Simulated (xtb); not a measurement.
xtb input:

```bash
xtb mol.xyz --gfn 2 --sp --chrg 1 --uhf 0
```
mol.xyz:
```
3

La     0.23438090     0.15778914     0.04625700
F     -1.24896509     0.59910953    -1.32684618
F     -0.23544725    -1.59844075     1.03388520
```

Predict the final energy.

-10.21144 Eh (GFN2-xTB).
